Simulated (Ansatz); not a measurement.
Consider the formal exchange of groups at the Si–C bond: `FC[SiH2]CI` + `BS` → `FC[SiH2]BS` + `CI`.

Gas-phase electronic energies from Ansatz, PBE0-D4/def2-TZVP geometries. CCSD(T)/CBS is the MP2 limit (def2-TZVPP, def2-QZVPP) plus CCSD(T) − MP2 in def2-TZVPP, frozen cores. This one scheme is used for every species. DFT in def2-TZVPP. def2 core potentials past Kr. For I outer-core shells are correlated without core-valence functions, which leaves a few kJ/mol of doubt a bond. Each species was taken in one conformer, which may not be the lowest.

`FC[SiH2]CI`:

```xyz
11

F     1.460   -1.022   -1.306
C     1.485   -0.509   -0.009
Si   -0.282   -0.422    0.659
C    -1.334    0.636   -0.475
I    -0.620    2.655   -0.484
H     2.116   -1.160    0.604
H     1.951    0.481   -0.044
H    -0.855   -1.795    0.698
H    -0.259    0.155    2.028
H    -2.376    0.687   -0.162
H    -1.287    0.295   -1.509
```

`BS`:

```xyz
5

B    -0.509   -0.083   -0.265
S     0.991   -0.621    0.492
H    -1.227   -0.945   -0.664
H    -0.773    1.074   -0.366
H     1.518    0.576    0.803
```

`FC[SiH2]BS`:

Z-matrix (Å, degrees):
```
C
Si 1 1.899
F 1 1.391 2 110.9
H 1 1.096 2 111.1 3 120.2
H 1 1.096 2 111.1 3 -120.2
B 2 2.012 1 112.1 3 179.9
H 2 1.490 1 108.9 3 -58.8
H 2 1.490 1 108.9 3 58.7
S 6 1.764 2 119.3 1 -0.3
H 6 1.193 2 121.4 1 179.7
H 9 1.347 6 100.7 2 -180.0
```

`CI`:

```xyz
5

C    -0.076    0.082   -0.199
I     0.631   -0.685    1.657
H    -0.788    0.872    0.021
H     0.781    0.466   -0.744
H    -0.549   -0.735   -0.736
```

CCSD(T)/CBS gives +0.18 eV.

Problem. Another level gave +0.08 eV. Which?
A. PBE/def2-TZVPP
B. CCSD/def2-TZVPP
C. MP2/def2-TZVPP
D. PBE0-D4/def2-TZVPP

Solution. D. PBE0-D4 0.08, CCSD/def2-TZVPP 0.16, PBE 0.02, MP2/def2-TZVPP 0.24 eV.

Largest T1 diagnostic among the species: 0.015.

From PBE to PBE0 (25 % exact exchange), in def2-TZVPP and without D4, ΔE moves by +0.04 eV. The D4 term adds +0.04 eV with B3LYP and +0.02 eV with PBE0; it sums over pairs of atoms, weighted by their polarisabilities, and B3LYP, whose exchange is more repulsive, gets the larger term.

B3LYP here is the variant with VWN-RPA as its local correlation; programs differ in this.
